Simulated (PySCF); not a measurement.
## Polarisability and C₆ of Pb³⁸⁺ (lead, charge +38)

[Kr] 4d8, high-spin 3F determinant. Calculation: PySCF 2.14, in an even-tempered Gaussian basis (18 s from 3.9 bohr⁻², ratio 2.5; 12 p from 5.1 bohr⁻², ratio 2.5; 9 d from 5.1 bohr⁻², ratio 2.5; 4 f from 25 bohr⁻², ratio 2.7; 3 g from 37 bohr⁻², ratio 2.7); the non-relativistic Hamiltonian (point nucleus). Coupled (time-dependent) response in atomic units; α is the mean over directions.

| method | mean α (bohr³) | C₆ (like pair) | S(−4) |
| --- | --- | --- | --- |
| PBE0 | 0.02237 | 0.006335 | 0.0001910 |

S(−4) is the Cauchy moment in α(ω) = α(0) + S(−4) ω² + …

Spin-orbit coupling is absent.

α(iu) at PBE0:

| u (hartree) | α(iu) (bohr³) |
| --- | --- |
| 0 | 0.02237 |
| 2.00 | 0.02165 |
| 4.00 | 0.01993 |
| 8.00 | 0.01603 |
| 12.0 | 0.01297 |
| 16.0 | 0.01072 |
| 20.0 | 0.009054 |
| 30.0 | 0.006424 |
| 40.0 | 0.004934 |
| 60.0 | 0.003338 |
| 100 | 0.001948 |

For an ion, C₆ is the dispersion term alone; charge-induced terms of lower order in 1/R come first.

A non-relativistic calculation at this Z misses sizeable relativistic shifts. Spin-orbit coupling is strong in this species (close to jj coupling), so the high-spin LS determinant is a model state, not a physical level.
